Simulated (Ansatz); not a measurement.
Molecule: C$_{2}$H$_{4}$BF$_{2}$, charge 0, multiplicity 2. SMILES: C[CH]B(F)F
Coordinates optimised at B3LYP-D3(BJ)/def2-TZVP (Ansatz, an electronic-structure program):
```
C
H 1 1.0858
C 1 1.4837 2 116.56
H 3 1.0892 1 112.46 2 180.00
H 3 1.0971 4 108.39 1 123.02
H 3 1.0971 4 108.39 5 113.96
B 1 1.5242 2 118.73 3 180.00
F 7 1.3322 1 121.91 2 0.00
F 7 1.3337 8 116.36 1 -180.00
```
Charge 0, spin multiplicity 2.

Property: atomisation energy, in kcal/mol. Set-up: atomisation electronic, to ground-state atoms; open shells spin-unrestricted; non-relativistic; 6-31G* and kin with 6d, 5d where marked; frozen cores in correlated levels; no dispersion term unless named; LANL2DZ all-electron up to Ne; spin-orbit terms left out. Basis-set limits of correlation are two-point, X^-3; Hartree-Fock from the larger set. Ab initio and DFT rows: single points at B3LYP-D3(BJ) geometries (Ansatz).

Coupled cluster (Ansatz) is a level with limits of its own, used here on species with T1 under 0.025 (0.045 for open shells) and stable references: CCSD(T)/CBS(cc-pVTZ,cc-pVQZ).

Value to compare with, CCSD(T)/CBS(cc-pVTZ,cc-pVQZ) (Ansatz): 908.5 kcal/mol.

```tsv
level	program	atomisation energy (kcal/mol)	difference
BLYP/6-31G*	Ansatz	915.9	7.4
B3LYP/3-21G	Ansatz	908.9	0.4
B3LYP/LANL2DZ	Ansatz	860.8	-47.7
B3LYP/6-31+G*	Ansatz	899.8	-8.7
B3LYP/cc-pVDZ	Ansatz	896.6	-11.9
PBE0/6-31G*	Ansatz	921.8	13.3
PBE/def2-TZVPD	Ansatz	930.9	22.4
r2SCAN-D4/def2-TZVPD	Ansatz + dftd4	919.8	11.3
wB97M-V/def2-TZVPD	Ansatz	912.5	4.0
```

Among the 6 habitual levels, B3LYP/LANL2DZ lies farthest from CCSD(T)/CBS(cc-pVTZ,cc-pVQZ) (Ansatz) (-47.7 kcal/mol) and B3LYP/3-21G nearest (0.4); 3 of 6 lie above it, and their mean absolute difference is 14.9 kcal/mol, the median 10.3. One case shows no general order.

The levels are drawn from those run, B3LYP/6-31G* more often than the rest, none by its result; left out are runs that failed, that the program found above a lower state of the same kind, or whose <S^2> lies over 0.5 above the pure value.
